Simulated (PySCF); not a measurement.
CH₆F₂Si₂ (SMILES C[SiH2][SiH](F)F), singlet, at a GFN2-xTB geometry. Base run: PySCF with M062X/6-31G.

The PySCF input:
```python
from pyscf import gto, scf, dft, solvent

mol = gto.Mole()
mol.atom = '''
    Si    0.962748    0.152010   -0.431771
    F     1.727673   -0.231861    0.928753
    F     0.875463    1.746891   -0.252611
    Si   -1.137980   -0.780882   -0.479695
    C    -2.158595   -0.279997    1.044471
    H     1.974882   -0.023909   -1.456418
    H    -1.853073   -0.355625   -1.693323
    H    -1.040498   -2.248248   -0.527309
    H    -2.273613    0.799806    1.101976
    H    -3.153558   -0.716701    1.020086
    H    -1.677540   -0.606410    1.963402
'''
mol.basis = '6-31g'
mol.charge = 0
mol.spin = 0
mol.verbose = 3
mol.build()

mf = dft.RKS(mol)
mf.xc = 'm062x'
mf.kernel()
```

The base run was repeated with changes; each row names its change, and settings that it needs were set with it.

| change | ΔE vs base (kcal/mol) | dipole (D) | HOMO-LUMO gap (eV) |
|---|---|---|---|
| base | 0.000 | 3.33 | 10.51 |
| model = IEF-PCM; solvent = chloroform | -4.33 | 3.72 | 10.53 |
| model = IEF-PCM; solvent = methanol; r_probe = 0.5 | -2.65 | 3.70 | 10.53 |
| model = C-PCM; solvent = methanol | -5.90 | 3.86 | 10.53 |
| model = IEF-PCM; solvent = methanol; vdw_scale = 1.1 | -8.10 | 3.93 | 10.54 |
| model = IEF-PCM; solvent = methanol; vdw_scale = 1.0 | -11.73 | 4.01 | 10.56 |
| model = IEF-PCM; solvent = n-hexane | -2.25 | 3.53 | 10.53 |
| model = IEF-PCM; solvent = methanol; lebedev_order = 41 | -5.84 | 3.86 | 10.53 |
| model = IEF-PCM; solvent = acetonitrile | -5.85 | 3.86 | 10.53 |
| model = ddCOSMO; solvent = methanol | -5.94 | 3.83 | 10.57 |
| model = SS(V)PE; solvent = methanol | -5.76 | 3.84 | 10.53 |
| model = IEF-PCM; solvent = methanol | -5.82 | 3.86 | 10.53 |

The base is the gas phase, so ΔE is the electrostatic part of solvation at a fixed geometry, without cavity and dispersion terms.
